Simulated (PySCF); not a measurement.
Ionisation energy of Ar⁺ by level of theory

Ar⁺ [Ne] 3s2 3p5 (2P) → Ar²⁺ [Ne] 3s2 3p4 (3P), as a difference of total energies. All numbers are calculated (PySCF 2.14, the non-relativistic Hamiltonian (point nucleus), in aug-cc-pV(Q+d)Z). Correlated levels: valence: [Ne] frozen. The calculations carry no spin-orbit coupling.

```csv
method,ionisation energy (eV)
UHF,26.372
MP2 (valence),27.497
SCS-MP2 (valence),27.515
CCSD (valence),27.478
CCSD(T) (valence),27.522
```

Task: How much does correlation contribute at CCSD(T) (valence)?

Result: 27.522 − (26.372) = 1.150 eV, measured against UHF.

A first-order spin-orbit estimate (lowest level to lowest level, LS coupling) adds -0.006 eV.

Errors of the correlated levels include the incompleteness of this basis and the frozen core.

For comparison: 27.630 eV (measured; NIST Atomic Spectra Database, ionization energies).
